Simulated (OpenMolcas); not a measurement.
**OpenMolcas run: Al III**

Input:

```
&GATEWAY
Coord
1

Al 0.0 0.0 0.0
Basis=ANO-R1
Group=XYZ
NoMove
AngMom=0.0 0.0 0.0
AMFI
&SEWARD
* reference wave functions (RASSCF and RASSI steps not shown): 1 electron in 4 orbitals (3s 3p)
>>> COPY JOB001 $Project.JobIph
&CASPT2
Multistate=1 1
Frozen=1 0
IPEA=0.25
Shift=0.2
MaxIter=60
WThr=0.0 0.3 0.05
PrWF=0.5
NoMix
>>> COPY JOB002 $Project.JobIph
&CASPT2
Multistate=3 1 2 3
Frozen=1 0
IPEA=0.25
Shift=0.2
MaxIter=60
WThr=0.0 0.3 0.05
PrWF=0.5
NoMix
```

Output, cut to the results:

```
--- CASPT2 ---
Orbital specifications:
      -----------------------

      Symmetry species                           1   2
                                                ag  au
      Frozen orbitals                            1   0
      Inactive orbitals                          1   3
      Active orbitals                            1   3
      Secondary orbitals                         6   3
      Deleted orbitals                           0   0
      Number of basis functions                  9   9
Type of calculation                        SS-CASPT2
      Fock operator                              state-specific
      IPEA shift                                 0.25
      Real shift                                 0.20
      Imaginary shift                            0.00
      The input orbitals will be transformed to quasi-canonical
Reference energy:        -241.4574701340
      E2 (Non-variational):      -0.0660570809
      Shift correction:          -0.0013206527
      E2 (Variational):          -0.0673777336
      Total energy:            -241.5248478676
      Residual norm:              0.0000000285
      Reference weight:           0.99344
      Contributions to the CASPT2 correlation energy
      Active & Virtual Only:         -0.0000000000
      One Inactive Excited:          -0.0043077353
      Two Inactive Excited:          -0.0617493455
::    CASPT2 Root  1     Total energy:   -241.52484787
--- CASPT2 ---
Orbital specifications:
      -----------------------

      Symmetry species                           1   2
                                                ag  au
      Frozen orbitals                            1   0
      Inactive orbitals                          1   3
      Active orbitals                            1   3
      Secondary orbitals                         6   3
      Deleted orbitals                           0   0
      Number of basis functions                  9   9
Type of calculation                        MS-CASPT2
      Fock operator                              state-specific
      IPEA shift                                 0.25
      Real shift                                 0.20
      Imaginary shift                            0.00
      The input orbitals will be transformed to quasi-canonical
Reference energy:        -241.1953424709
      E2 (Non-variational):      -0.0634507128
      Shift correction:          -0.0012468691
      E2 (Variational):          -0.0646975819
      Total energy:            -241.2600400527
      Residual norm:              0.0000002826
      Reference weight:           0.99380
      Contributions to the CASPT2 correlation energy
      Active & Virtual Only:          0.0000000000
      One Inactive Excited:          -0.0024514171
      Two Inactive Excited:          -0.0609992957
Reference energy:        -241.1953424709
      E2 (Non-variational):      -0.0634507128
      Shift correction:          -0.0012468691
      E2 (Variational):          -0.0646975819
      Total energy:            -241.2600400527
      Residual norm:              0.0000002826
      Reference weight:           0.99380
      Contributions to the CASPT2 correlation energy
      Active & Virtual Only:          0.0000000000
      One Inactive Excited:          -0.0024514171
      Two Inactive Excited:          -0.0609992957
::    CASPT2 Root  1     Total energy:   -241.26004005
::    CASPT2 Root  2     Total energy:   -241.26004005
::    CASPT2 Root  3     Total energy:   -241.26004005
::    MS-CASPT2 Root  1     Total energy:   -241.26004005
::    MS-CASPT2 Root  2     Total energy:   -241.26004005
::    MS-CASPT2 Root  3     Total energy:   -241.26004005
```

Levels above the lowest, from the spin-orbit matrix with the single-state CASPT2 energies, averaged by term, on its diagonal:

```
Configuration  Term    J  E (cm⁻¹)  Measured (cm⁻¹)  Term weight %
           3s    ²S  1/2       0.0              0.0            100
           3p   ²P°  1/2     57983            53683            100
           3p   ²P°  3/2     58187            53917            100
```

Against the 2 measured excited levels shown (NIST levels in Kelleher and Podobedova, J. Phys. Chem. Ref. Data 37, 709 (2008)) the mean absolute deviation is 4300 cm-1; the largest miss in energy is 3p ²P°_1/2: computed 57983, measured 53683 cm⁻¹ (+8.0 %).

With one active electron, CASPT2 adds the correlation within the correlated inactive shells and between them and that electron, and leaves the splitting within a term as the reference gives it. Computed and measured levels are paired by configuration, term and J; levels that our copy of the source lacks, or whose pairing is in doubt (as where it misses far off the trend of its configuration), stay unpaired and out of the deviations. Levels of configurations outside the active space are missing.

The term weight is that of the spin-free term in the level, not the purity of its configuration. ° marks odd parity.
